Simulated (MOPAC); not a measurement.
MOPAC input (AM1):

```
AM1 PRECISE GNORM=0.05 LET XYZ CHARGE=1 GEO-OK AUX(PRECISION=9) THREADS=1
H3Si2

Si    1.35693360 1   -0.00146745 1   -0.04150920 1
Si   -1.05179259 1    0.00113746 1    0.03217480 1
H    -1.43164850 1    1.40291342 1   -0.25629229 1
H    -1.38277417 1   -0.43938540 1    1.40653663 1
H    -1.45755147 1   -0.95890811 1   -1.01956274 1
```

Problem. What heat of formation does the run end on?

Solution. 275.79 kcal/mol.
